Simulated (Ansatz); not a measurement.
One change: `[F][GeH2][O]C(F)(F)F` becomes `BC(F)(F)F`.

Ansatz, PBE0-D4/def2-TZVP geometries, multiplicity 1. Each molecule was computed in one conformer, which needn't be the lowest.

Scalar relativity is left out up to krypton.

```
                             property  `[F][GeH2][O]C(F)(F)F`
HOMO–LUMO gap (B3LYP/def2-TZVPP) / eV                    9.43
  HOMO energy (B3LYP/def2-TZVPP) / eV                   -9.96
  HOMO–LUMO gap (PBE/def2-TZVPP) / eV                    7.35
 HOMO–LUMO gap (PBE0/def2-TZVPP) / eV                    9.96
   LUMO energy (PBE0/def2-TZVPP) / eV                   -0.24
  LUMO energy (B3LYP/def2-TZVPP) / eV                   -0.53
```

Give the same properties after the change, and the shifts. (Best estimate.)

The calculation gave: 
| property | `BC(F)(F)F` | shift |
| --- | --- | --- |
| HOMO–LUMO gap (B3LYP/def2-TZVPP) / eV | 6.91 | -2.52 |
| HOMO energy (B3LYP/def2-TZVPP) / eV | -9.91 | 0.05 |
| HOMO–LUMO gap (PBE/def2-TZVPP) / eV | 4.65 | -2.70 |
| HOMO–LUMO gap (PBE0/def2-TZVPP) / eV | 7.37 | -2.59 |
| LUMO energy (PBE0/def2-TZVPP) / eV | -2.73 | -2.49 |
| LUMO energy (B3LYP/def2-TZVPP) / eV | -3.00 | -2.47 |

With PBE0 the HOMO rises by 0.09 eV and the LUMO falls by 2.49 eV, so the gap narrows by about 2.58 eV. PBE moves the HOMO by 0.06 eV and ωB97M-V by 0.03 eV.

B3LYP here is the variant with VWN-RPA as its local correlation; programs differ in this.
